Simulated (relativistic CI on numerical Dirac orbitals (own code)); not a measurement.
**Slater and spin-orbit integrals, Pb59+**

Calculated at this level of theory: Dirac-Coulomb-Breit CI, KLI orbitals optimised for each configuration, model QED (radiative potential, 1s self-energy scaled to tabulated hydrogen-like ionisation energies), unscaled Slater integrals (own radial code, finite nucleus).

Slater integrals F^k, G^k are unscaled and averaged over j, outside the closed core [Ne]; ζ comes from projecting the Hamiltonian with its Breit term on Σ l·s of the shell.

- 3s2.3p6.3d5: F^2(3d,3d) = 684610, F^4(3d,3d) = 442420, ζ(3d) = 377040 cm⁻¹; <r>(3d) = 0.1494, <r^2>(3d) = 0.02583 (bohr units).
- 3s2.3p5.3d6: ζ(3p) = 2.8991e+06, F^2(3d,3d) = 683800, F^4(3d,3d) = 441870, F^2(3p,3d) = 591530, G^1(3p,3d) = 626850, G^3(3p,3d) = 418910, ζ(3d) = 374490 cm⁻¹; <r>(3p) = 0.1662, <r^2>(3p) = 0.0321, <r>(3d) = 0.1495, <r^2>(3d) = 0.02589 (bohr units).
- 3s2.3p4.3d7: F^2(3p,3p) = 584730, ζ(3p) = 2.8979e+06, F^2(3d,3d) = 682960, F^4(3d,3d) = 441300, F^2(3p,3d) = 591150, G^1(3p,3d) = 626890, G^3(3p,3d) = 418810, ζ(3d) = 371950 cm⁻¹; <r>(3p) = 0.1663, <r^2>(3p) = 0.03214, <r>(3d) = 0.1497, <r^2>(3d) = 0.02594 (bohr units).

Problem. Give the Racah parameters of the d shell in 3s2.3p6.3d5.

Solution. B = F²/49 − 5F⁴/441 = 8956 cm⁻¹ and C = 35F⁴/441 = 35113 cm⁻¹.

Averages of the first 10 configurations, taken without configuration mixing, which lowers the lowest level and can move excited configurations by several eV; other configurations of the list can lie among them:

| Configuration | Parity | States | Average energy above the lowest level (eV) |
| --- | --- | --- | --- |
| 3s2.3p6.3d5 | even | 252 | 243.5 |
| 3s2.3p5.3d6 | odd | 1260 | 872.1 |
| 3s2.3p4.3d7 | even | 1800 | 1510.3 |
| 3s.3p6.3d6 | even | 420 | 1504.2 |
| 3p6.3d7 | even | 120 | 2777.9 |
| 3s.3p5.3d7 | odd | 1440 | 2131.0 |
| 3s2.3p6.3d4.4s | even | 420 | 2635.9 |
| 3s2.3p6.3d4.4p | odd | 1260 | 2877.4 |
| 3s2.3p4.3d6.4s | even | 6300 | 3880.0 |
| 3s2.3p5.3d5.4s | odd | 3024 | 3253.1 |
